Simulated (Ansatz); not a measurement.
MoO2Br2 (MoBr₂O₂). Charge 0, multiplicity 1. Geometry relaxed at B3LYP-D4/def2-SVP.

```xyz
5

Mo    0.096    0.043   -0.098
O    -0.233    0.885   -1.507
O     1.751   -0.203   -0.048
Br   -1.034   -2.093   -0.153
Br   -0.579    1.368    1.807
```

In the def2 sets Mo takes a core potential; there is no spin–orbit coupling. The restricted singlet is unstable towards broken spin symmetry in Hartree–Fock (as tested in another run); at B3LYP-D4/def2-SVP this wasn't settled. The relaxation made no stability test and no search for a lower SCF solution.

(1) Estimate the harmonic wavenumbers at RKS B3LYP-D4/def2-SVP (Ansatz, unscaled). Is this a minimum?

## Answers

(1) 79, 154, 191, 205, 258, 350, 383, 1028, 1055 cm⁻¹. Yes, no mode is imaginary beyond noise. Zero-point energy 22.1 kJ/mol. Run time 46 s (4 threads of AMD EPYC 7B13 on a shared host).
